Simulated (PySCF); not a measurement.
Species: [ReS4]- (charge -1 and singlet state).
Geometry (PBE0-D3(BJ)/def2-SVP, Å), atoms numbered from 1 in this order:
```
atom  x, y, z in Å
Re1   -0.0019    0.0003    0.0020
S2    -0.0007   -0.0228    2.1500
S3     2.0218    0.0103   -0.7110
S4    -1.0137    1.7598   -0.7012
S5    -1.0055   -1.7476   -0.7398
```

The closed-shell ground state was solved at several levels (PySCF, density fitting, gas phase). Atoms past krypton carry effective core potentials; spin–orbit coupling is left out. The geometry's basis has no diffuse functions, a weakness for an anion. No diffuse functions stand in pcSseg-1 (def2-TZVP on Re), which bears on an anion's orbital energies.

```csv
level,basis functions,HOMO (eV),LUMO (eV),gap (eV)
PBE0/pcSseg-1 (def2-TZVP on Re),136,-2.57,1.16,3.73
PBE0/def2-SVPD,143,-2.73,0.89,3.62
```

Estimate the row for B3LYP/pcSseg-1 (def2-TZVP on Re), a basis of 136 functions; the other rows only guide the guess.

HOMO -2.28 eV, LUMO 1.11 eV, gap 3.39 eV.

Over all these levels, which gives the widest orbital gap and which the narrowest?

PBE0/pcSseg-1 (def2-TZVP on Re) (global hybrid, 25 % exact exchange) has the widest, 3.73 eV, and B3LYP/pcSseg-1 (def2-TZVP on Re) (global hybrid, 20 % exact exchange) the narrowest, 3.39 eV. The two share the basis. From the narrowest to the widest the HOMO moves by -0.29 eV and the LUMO by +0.05 eV.
